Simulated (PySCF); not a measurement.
C2H4F2OSi, SMILES O=C([SiH3])C(F)F.

The structure is a stationary point at PBE-D3(BJ)/def2-SVP. One conformer was computed; it need not be the lowest.

Calculation: PySCF with HF/def2-TZVP.

Gas-phase values at a fixed geometry.

```
Item                                                                                                            Value
---------------------------------------------------------------------------------------------  ----------------------
total energy                                                                                       -640.86637 hartree
point group                                                                                                        Cs
highest occupied level                                                                                      -11.40 eV
lowest empty level                                                                                            2.02 eV
orbital gap                                                                                                  13.42 eV
dipole moment                                                                                               0.183 e·Å
quadrupole, principal values (traceless, Buckingham form, about the centre of nuclear charge)   -9.77, 0.15, 9.62 D·Å
mean static polarisability                                                                       50.5 bohr³ (7.49 Å³)
polarisability, principal values                                                               43.8, 51.8, 56.0 bohr³
```
